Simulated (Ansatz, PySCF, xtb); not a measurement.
Stretching the S1–S2 bond in H2S2 (SMILES SS) (multiplicity 1 held, fragments rigid). Energies count from the point at 2.072 Å.
Geometry at that point (charge 0, multiplicity 1):
```xyz
4

S     -0.912     0.054     0.491
S      0.912     0.057    -0.491
H     -1.536    -0.884    -0.249
H      1.536    -0.884     0.245
```

Restricted levels (R-, RO-) in cc, def2 and unpolarised 6-31G sets keep to the state of the molecule at rest. Curves can end on different states.

Frozen-core correlation. Rows in 3-21G, 6-31G* carry no dispersion term and start afresh at each structure (6-31G* with six Cartesian d functions).

Programs: Ansatz (Gaussian orbitals); PySCF for 3-21G rows, 6-31G* rows; xtb for the GFN methods.  The GFN methods have no spin term and hold the electronic entropy of 300 K.

Energies in kJ/mol.

| R (Å) | GFN2-xTB | R-HF/3-21G | R-PBE/cc-pV(T+d)Z | R-B3LYP/6-31G* | R-MP2/cc-pV(T+d)Z |
|---|---|---|---|---|---|
| 1.658 | 249 | 490 | 264 | ___ | 268 |
| 1.865 | 34 | 132 | 44 | 60 | 42 |
| 2.072 | 0 | 0 | 0 | 0 | 0 |
| 2.279 | 31 | -27 | 26 | 18 | 33 |
| 2.486 | 82 | -1 | 77 | 63 | 92 |
| 2.797 | 162 | 80 | 158 | ___ | 186 |
| 3.108 | 223 | 171 | 228 | 211 | 263 |
| 3.626 | 262 | 298 | 306 | 296 | 338 |
| 4.144 | 273 | 386 | 350 | 346 | 355 |
| 4.765 | 276 | 452 | 375 | 379 | 326 |
| 5.594 | 276 | 499 | 388 | 398 | 245 |
| 6.630 | 277 | 527 | 392 | 407 | 129 |

Q: What belongs in the gaps?

A: 
- 1.658, R-B3LYP/6-31G*: 309
- 2.797, R-B3LYP/6-31G*: 141

Doubts at one or more of the structures used: a restricted determinant that unrestricted orbitals would lower (R-HF/3-21G, R-PBE/cc-pV(T+d)Z, R-B3LYP/6-31G*, R-MP2/cc-pV(T+d)Z).

Ansatz is a first-principles code.
